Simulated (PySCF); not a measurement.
**Spinor energies of La+ (lanthanum, charge +1)**

Start: [Xe] 5d1 6s1; 5d5/2 filled at m_j = +5/2; 6s1/2 filled at m_j = +1/2. Calculated with PySCF 2.14 in x2c-TZVPall-2c: generalised Hartree-Fock with the X2C-1e Hamiltonian and a Gaussian nucleus; spin-orbit coupling (SO) screened by Boettger's factors. This is a chosen level, not necessarily the ground level.

```json
{"spinor shell": "1s1/2", "electrons": "2", "ε, screened SO (eV)": "-39122.1", "weight of nominal j (screened SO)": "1.000", "rms radius, screened SO (bohr)": "0.0286"}
{"spinor shell": "2s1/2", "electrons": "2", "ε, screened SO (eV)": "-6340.7", "weight of nominal j (screened SO)": "1.000", "rms radius, screened SO (bohr)": "0.116"}
{"spinor shell": "2p1/2", "electrons": "2", "ε, screened SO (eV)": "-5966.8", "weight of nominal j (screened SO)": "1.000", "rms radius, screened SO (bohr)": "0.100"}
{"spinor shell": "2p3/2", "electrons": "4", "ε, screened SO (eV)": "-5550.2", "weight of nominal j (screened SO)": "1.000", "rms radius, screened SO (bohr)": "0.106"}
{"spinor shell": "3s1/2", "electrons": "2", "ε, screened SO (eV)": "-1406.8", "weight of nominal j (screened SO)": "1.000", "rms radius, screened SO (bohr)": "0.303"}
{"spinor shell": "3p1/2", "electrons": "2", "ε, screened SO (eV)": "-1247.9", "weight of nominal j (screened SO)": "1.000", "rms radius, screened SO (bohr)": "0.295"}
{"spinor shell": "3p3/2", "electrons": "4", "ε, screened SO (eV)": "-1164.5", "weight of nominal j (screened SO)": "1.000", "rms radius, screened SO (bohr)": "0.308"}
{"spinor shell": "3d3/2", "electrons": "4", "ε, screened SO (eV)": "-888.88", "weight of nominal j (screened SO)": "1.000", "rms radius, screened SO (bohr)": "0.279"}
{"spinor shell": "4s1/2", "electrons": "2", "ε, screened SO (eV)": "-308.33", "weight of nominal j (screened SO)": "1.000", "rms radius, screened SO (bohr)": "0.694"}
{"spinor shell": "4p1/2", "electrons": "2", "ε, screened SO (eV)": "-247.32", "weight of nominal j (screened SO)": "1.000", "rms radius, screened SO (bohr)": "0.719"}
{"spinor shell": "4p3/2", "electrons": "4", "ε, screened SO (eV)": "-229.47", "weight of nominal j (screened SO)": "1.000", "rms radius, screened SO (bohr)": "0.746"}
{"spinor shell": "4d3/2", "electrons": "4", "ε, screened SO (eV)": "-127.18", "weight of nominal j (screened SO)": "0.999", "rms radius, screened SO (bohr)": "0.820"}
{"spinor shell": "4d5/2", "electrons": "6", "ε, screened SO (eV)": "-124.08", "weight of nominal j (screened SO)": "1.000", "rms radius, screened SO (bohr)": "0.830"}
{"spinor shell": "5s1/2", "electrons": "2", "ε, screened SO (eV)": "-55.043", "weight of nominal j (screened SO)": "1.000", "rms radius, screened SO (bohr)": "1.67"}
{"spinor shell": "5p1/2", "electrons": "2", "ε, screened SO (eV)": "-35.884", "weight of nominal j (screened SO)": "0.986", "rms radius, screened SO (bohr)": "1.87"}
{"spinor shell": "5p3/2", "electrons": "4", "ε, screened SO (eV)": "-33.469", "weight of nominal j (screened SO)": "0.993", "rms radius, screened SO (bohr)": "1.95"}
{"spinor shell": "5d5/2", "electrons": "1", "ε, screened SO (eV)": "-12.014", "weight of nominal j (screened SO)": "1.000", "rms radius, screened SO (bohr)": "3.04"}
{"spinor shell": "6s1/2", "electrons": "1", "ε, screened SO (eV)": "-10.379", "weight of nominal j (screened SO)": "0.949", "rms radius, screened SO (bohr)": "4.41"}
```

(1) Where does 3d5/2 lie, and what is the 3d spin-orbit splitting (screened SO)?

```csv
quantity,screened SO
E (hartree),-8490.95324
M_J,3
⟨J²⟩,12.295
⟨L²⟩,6.354
⟨S²⟩,2.043
```

Each row is a mean over spinors that exchange with the open shell spreads, by up to 2.338 eV (5p3/2).

⟨J²⟩ departs a little from M_J(M_J + 1) because the unrestricted spinors polarise the closed shells.

Breit and QED terms are absent; they matter most for the inner s and p1/2 levels.

Densities and radii are taken from the X2C orbitals without a picture-change correction, which distorts them close to the nucleus.

Results:

(1) At -871.28 eV, 17.597 eV above 3d3/2.
